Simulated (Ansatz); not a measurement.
C2H5NOSi can be A, `CO[SiH]1C=N1`, or B, `OC1=NC[SiH2]1`.

Gas-phase electronic energies from Ansatz, PBE0-D4/def2-TZVP geometries. CBS: MP2 limit from def2 TZ/QZ plus the TZ coupled-cluster correction, frozen cores. DFT in def2-TZVPP. One conformer a species, not always the lowest.

(1) Which isomer does CCSD(T)/CBS put lower? Give the gap. (Estimate.)

(2) Give E(B) − E(A) in kJ/mol with CCSD/def2-TZVPP, HF/def2-TZVPP, B2PLYP, CCSD(T)/def2-TZVPP, r2SCAN-D4, MP2/def2-TZVPP, PBE-D4. (Best estimate.)

Largest T1 diagnostic: 0.014.

## Answers

(1) Ansatz gave: A, by 40.4 kJ/mol.

(2) Ansatz gave: CCSD/def2-TZVPP 42.4, HF/def2-TZVPP 58.3, B2PLYP 42.5, CCSD(T)/def2-TZVPP 38.8, r2SCAN-D4 34.0, MP2/def2-TZVPP 39.9, PBE-D4 15.9. None reverses the order clearly.

From PBE to PBE0 (25 % exact exchange), in def2-TZVPP and without D4, E(B) − E(A) moves by +4.5 kJ/mol. In def2-TZVPP, CCSD(T) changes the Hartree–Fock value by −19.5 kJ/mol (the triples alone add −3.7 kJ/mol) and MP2 by −18.3 kJ/mol.
